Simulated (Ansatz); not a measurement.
OsO3(NH) (OsNO3H), 6 atoms. Hardware: 4 threads of Arm Neoverse V1 on a shared host.

In the def2 sets Os takes a core potential; there is no spin–orbit coupling. Correlated methods freeze 4 core orbitals; core or outer-core shells of Os are correlated, in sets that lack core-valence functions.

(1) How many basis functions does each of these Ansatz runs have, and roughly what does it cost? LC-ωPBE (ω = 0.15 bohr⁻¹)/def2-TZVP, charge -1 doublet at the geometry of the charge 0 singlet, energy, from earlier orbitals; PBE0-D4/def2-SVP, charge 0 singlet, frequencies; BLYP-D4/def2-TZVP, charge 0 singlet, energy, from earlier orbitals; BHLYP-D4/def2-TZVP, charge 0 singlet, energy, from earlier orbitals; PBE-QIDH/def2-TZVP, charge 0 singlet, energy, from earlier orbitals; PBE0-D4/def2-SVP, charge 1 doublet at the geometry of the charge 0 singlet, energy with a search over starts; revPBE-D4/def2-TZVP, charge 0 singlet, energy, from earlier orbitals; PBE0-D4/def2-TZVPD, charge -1 doublet at the geometry of the charge 0 singlet, energy, from earlier orbitals; PBE0-D4/def2-TZVPD, charge 0 singlet, energy, from earlier orbitals; RPA@PBE/def2-TZVP, charge 0 singlet, energy, from earlier orbitals; LC-ωPBE (ω = 0.15 bohr⁻¹)/def2-TZVP, charge 0 singlet, energy, from earlier orbitals; LC-ωPBE (ω = 0.20 bohr⁻¹)/def2-TZVP, charge 0 singlet, energy, from earlier orbitals.

Results:

(1) Other jobs shared the machine, so times can vary by a factor of up to 3. A dash marks memory too small to be measured apart from the calling script's.

| run | functions | fitting or Cholesky vectors | wall time | peak host memory (GiB) |
| --- | --- | --- | --- | --- |
| revPBE-D4/def2-TZVP, charge 0 singlet, energy, from earlier orbitals | 170 | 1004 | 1.3 s | – |
| BLYP-D4/def2-TZVP, charge 0 singlet, energy, from earlier orbitals | 170 | 1004 | 1.6 s | – |
| LC-ωPBE (ω = 0.15 bohr⁻¹)/def2-TZVP, charge 0 singlet, energy, from earlier orbitals | 170 | 1004 | 1.6 s | – |
| LC-ωPBE (ω = 0.20 bohr⁻¹)/def2-TZVP, charge 0 singlet, energy, from earlier orbitals | 170 | 1004 | 1.6 s | – |
| BHLYP-D4/def2-TZVP, charge 0 singlet, energy, from earlier orbitals | 170 | 1217 | 1.9 s | – |
| PBE0-D4/def2-TZVPD, charge 0 singlet, energy, from earlier orbitals | 209 | 1205 | 2.8 s | – |
| PBE-QIDH/def2-TZVP, charge 0 singlet, energy, from earlier orbitals | 170 | 1254 | 3.4 s | – |
| RPA@PBE/def2-TZVP, charge 0 singlet, energy, from earlier orbitals | 170 | 1254 | 3.6 s | – |
| LC-ωPBE (ω = 0.15 bohr⁻¹)/def2-TZVP, charge -1 doublet at the geometry of the charge 0 singlet, energy, from earlier orbitals | 170 | 1004 | 8 s | – |
| PBE0-D4/def2-SVP, charge 1 doublet at the geometry of the charge 0 singlet, energy with a search over starts | 93 | 890 | 12 s | – |
| PBE0-D4/def2-TZVPD, charge -1 doublet at the geometry of the charge 0 singlet, energy, from earlier orbitals | 209 | 1205 | 14 s | 0.92 |
| PBE0-D4/def2-SVP, charge 0 singlet, frequencies | 93 | 971 | 35 s | – |
